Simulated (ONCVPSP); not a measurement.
**Which change was made? (C, ONCV)**

```
Element                 : carbon (C)
Generator               : ONCVPSP 4.0.1
Type                    : optimised norm-conserving Vanderbilt (ONCV)
Functional              : PBEsol
Relativity              : scalar-relativistic
Frozen core             : [He]
Valence charge          : 4
Reference configuration : 2s1 2p3
Partial waves           : 2s: rc 1.35 bohr, ncon 3, nbas 6, qcut 4.3 1/bohr, 2 projectors, debl 0.9 Ha; 2p: rc 2.55 bohr, ncon 3, nbas 7, qcut 6.7 1/bohr, 2 projectors, debl 0.9 Ha; d scattering state at 0.42 Ha: rc 2.55 bohr, ncon 4, nbas 8, qcut 3.6 1/bohr, 2 projectors, debl 1.3 Ha
Local potential         : polynomial inside 0.90 bohr (lpopt 4, dvloc0 1 Ha)
Core correction         : polynomial model core, fcfact 0.6
```

Cutoffs, loose and tight: the cutoffs (Ha) at which the residual kinetic energy of the hardest occupied pseudo-wave falls to 1 and 0.1 mHa per electron. They do not see the model core or the augmentation charge, which bear on the density cutoff. Test errors are all-electron minus pseudo excitation energies from the reference, over the configurations 2s2 2p2; 2s2 2p1; 2s2 2p0; 2s1 2p0; variants that change the core or the reference have their own tests.

The base gives: outcome: generated; cutoff, loose: 23 Ha; cutoff, tight: 53 Ha; bound ghosts: none; GHOST(+) flags above zero: d; largest test error (meV): +1502.

After one change the result is: outcome: generated; cutoff, loose: 39 Ha; cutoff, tight: 68 Ha; bound ghosts: none; GHOST(+) flags above zero: d; largest test error (meV): +2044. Which change was it?
A. s: qcut 2.9; p: qcut 4.5; d: qcut 2.4
B. s: qcut 5.7; p: qcut 8.8; d: qcut 4.8
C. s: qcut 4.1; p: qcut 6.3; d: qcut 3.4
D. s: qcut 4.6; p: qcut 7.2; d: qcut 3.9
E. s: qcut 3.6; p: qcut 5.6; d: qcut 3

E. The others give: s: qcut 2.9; p: qcut 4.5; d: qcut 2.4 → outcome: generated; cutoff, loose: 42 Ha; cutoff, tight: 72 Ha; bound ghosts: d; GHOST(+) flags above zero: none; largest test error (meV): +2884 | s: qcut 4.1; p: qcut 6.3; d: qcut 3.4 → outcome: generated; cutoff, loose: 27 Ha; cutoff, tight: 55 Ha; bound ghosts: none; GHOST(+) flags above zero: d; largest test error (meV): +1635 | s: qcut 4.6; p: qcut 7.2; d: qcut 3.9 → outcome: generated; cutoff, loose: 16 Ha; cutoff, tight: 50 Ha; bound ghosts: none; GHOST(+) flags above zero: d; largest test error (meV): +1361 | s: qcut 5.7; p: qcut 8.8; d: qcut 4.8 → outcome: generated; cutoff, loose: 13 Ha; cutoff, tight: 28 Ha; bound ghosts: none; GHOST(+) flags above zero: none; largest test error (meV): +1173.
